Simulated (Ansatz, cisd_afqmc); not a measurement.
System: ZnHBr, charge 0, singlet. ZnHBr (SMILES [ZnH][Br]).
B3LYP-D3(BJ)/def2-TZVP minimum from Ansatz (a first-principles code):
```xyz
3

Zn     0.0000     0.0000    -1.1744
H      0.0000     0.0000    -2.6982
Br     0.0000     0.0000     1.0837
```
Charge 0, spin multiplicity 1.

Total energies in cc-pwCVTZ-DK, 28 correlated electrons, 19 frozen orbitals. UHF or UKS for unpaired electrons; spin-orbit terms are left out. The -DK rows use spin-free X2C, correlate 3s3p of the metal (1s2s2p frozen) and give its partners the cc-pVXZ-DK valence sets. The Monte Carlo rows (phaseless AFQMC, CISD trial, step 0.005/hartree) carry one-sigma bars that omit the constraint's bias. Outlying blocks are dropped, and bars are widened where a walk drifts. Over all cases where full CI ran beside it in this data, AFQMC minus full CI had a median of +0.1 mEh and passed +0.4 mEh in a tenth of the cases. Spin-orbit terms, left out, reach several kcal/mol for Br and I, and more for heavier atoms.

```json
[
 {"method": "HF", "program": "Ansatz", "energy (Eh)": "-4399.35666", "minus AFQMC/CISD (mEh)": "1126.1 ± 0.7"},
 {"method": "MP2", "program": "Ansatz", "energy (Eh)": "-4400.53602", "minus AFQMC/CISD (mEh)": "-53.3 ± 0.7"},
 {"method": "CCSD", "program": "Ansatz", "energy (Eh)": "-4400.45335", "minus AFQMC/CISD (mEh)": "29.4 ± 0.7"},
 {"method": "CCSD(T)", "program": "Ansatz", "energy (Eh)": "-4400.48386", "minus AFQMC/CISD (mEh)": "-1.1 ± 0.7"},
 {"method": "AFQMC/CISD", "program": "cisd_afqmc", "energy (Eh)": "-4400.4827 ± 0.0007", "minus AFQMC/CISD (mEh)": "0.0"}
]
```
